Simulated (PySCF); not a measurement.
C₅H₁₀F₂OSi.
Z-matrix (Å and degrees, PBE0-D3(BJ)/def2-SVP geometry), rows numbered from 1:
```
F 
C   1  1.3525
F   2  1.3481  1  107.82
C   2  1.5201  1  109.25  3  -120.59
C   4  1.5275  2  112.03  1    65.05
Si  5  1.8858  4  109.75  2   174.27
C   6  1.8885  5  102.94  4   -39.55
C   7  1.5287  6  109.60  5    39.79
O   4  1.4021  2  105.55  1  -170.93
H   2  1.1035  1  109.21  3   117.61
H   4  1.1114  2  105.71  1   -54.47
H   5  1.1024  4  108.09  2    55.58
H   5  1.1008  4  110.03  2   -61.51
H   6  1.4942  5  112.36  4  -161.02
H   6  1.4986  5  110.15  4    77.57
H   7  1.1030  6  108.96  5   -79.60
H   7  1.1020  6  111.83  5   162.16
H   8  1.1104  7  110.17  6    68.21
H   8  1.1009  7  110.77  6  -173.63
```

Method: TDDFT PBE0/def2-SVPD, vertical, gas phase, core orbitals frozen in the response in PySCF 2.14.0, density-fitted response routines.

Frontier orbitals with the atoms that hold most of them (Löwdin shares over 4%, at most four atoms; ? is withheld):

```csv
orbital,ε (eV),atoms
LUMO+2,1.05,"Si6 14%, O9 10%, H10 8%, H11 8%"
LUMO+1,0.62,"Si6 25%, H14 10%, H15 10%, C5 8%"
LUMO,?,"Si6 23%, C8 11%, C7 9%, H17 7%"
HOMO,-7.89,?
HOMO-1,-8.47,?
HOMO-2,-8.82,"O9 17%, Si6 12%, C5 10%, C4 9%"
HOMO-3,-9.37,"Si6 32%, H15 25%, H14 15%, O9 6%"
```

Give the leading atoms of the HOMO.

O9 (bonded to 2 C) 50%; C7 (bonded to C, Si and 2 H) 9%; C8 (bonded to C, O and 2 H) 9%; C5 (bonded to C, Si and 2 H) 8%. By element: oxygen 50%, carbon 26% or more.

Which atoms hold the HOMO-1, and with what shares?

C7 (bonded to C, Si and 2 H) 24%; Si6 (bonded to 2 C and 2 H) 19%; C5 (bonded to C, Si and 2 H) 18%; C8 (bonded to C, O and 2 H) 7%. By element: carbon 49% or more, silicon 19%.

What is the LUMO energy, and the HOMO–LUMO gap?

ε(LUMO) = 0.49 eV; the gap is 8.38 eV (0.3081 hartree).

How does S1 compare with the orbital gap of 8.38 eV?

S1 is at 7.25 eV (f = 0.011), 1.13 eV below the gap, made of HOMO→LUMO (92%). Without the coupling terms of the response equations the lowest excitation would equal the gap.

One configuration dominates each of S1, S2, S3, S6 and S8. Which, and how do the shares of the two leading atoms of either orbital change from the occupied to the empty one?

- S1 (7.25 eV, f 0.011), HOMO→LUMO (92%): O9 50% → at most 7%, C7 9% → 9%, Si6 at most 9% → 23%, C8 9% → 11%
- S2 (7.44 eV, f 0.0012), HOMO→LUMO+1 (96%): O9 50% → at most 8%, C7 9% → at most 8%, Si6 at most 9% → 25%, H14 at most 9% → 10%
- S3 (7.79 eV, f 0.0066), HOMO-1→LUMO (88%): C7 24% → 9%, Si6 19% → 23%, C8 7% → 11%
- S6 (7.99 eV, f 0.050), HOMO-1→LUMO+1 (89%): C7 24% → at most 8%, Si6 19% → 25%, H14 at most 8% → 10%
- S8 (8.24 eV, f 0.014), HOMO-2→LUMO (85%): O9 17% → at most 7%, Si6 12% → 23%, C8 at most 10% → 11%

One conformer stands for the species.
